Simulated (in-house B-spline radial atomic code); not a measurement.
Ar IV (Ar3+) is squeezed into an impenetrable sphere of radius R (the orbitals vanish at R). No spin polarisation. All numbers are computed (scalar-relativistic (X2C) PBE, spherical fractional occupations; Fermi nucleus of rms radius 3.4274 fm) with an all-electron radial atomic-structure program (B-spline basis), not measured.

Energies in eV above the free ion in [Ne] 3s2 3p3:

```
R (bohr)  highest level (eV)  [Ne] 3s2 3p3  [He] 2s2 2p5 3s2 3p3 3d1  [Ne] 3s1 3p4
    8.68               -49.9             0                     263.7         15.66
    5.59               -49.9      0.001374                     263.8         15.66
    5.35               -49.9      0.003015                     263.8         15.66
    4.01               -49.7        0.2103                     264.1          15.9
    3.38               -48.9         1.386                     265.5         17.23
    3.05               -47.6         3.605                       268         19.67
    2.69               -44.7         10.01                     274.8         26.56
     2.3               -37.3         29.69                     295.6         47.26
    1.73               -3.61         145.8                     419.3         165.8
    1.51                29.4           276                       559         296.2
```

**Question.** Does [He] 2s2 2p5 3s2 3p3 3d1 fall below [Ne] 3s2 3p3 under compression?

**Answer.** No, it stays above over the whole range.

**Question.** Does [Ne] 3s1 3p4 fall below [Ne] 3s2 3p3 under compression?

**Answer.** No, it stays above over the whole range.

The highest level is first positive in the row R = 1.51 bohr, pushed up by confinement above the zero of the free ion's potential. Each configuration is held fixed and needn't be the lowest in the sphere.
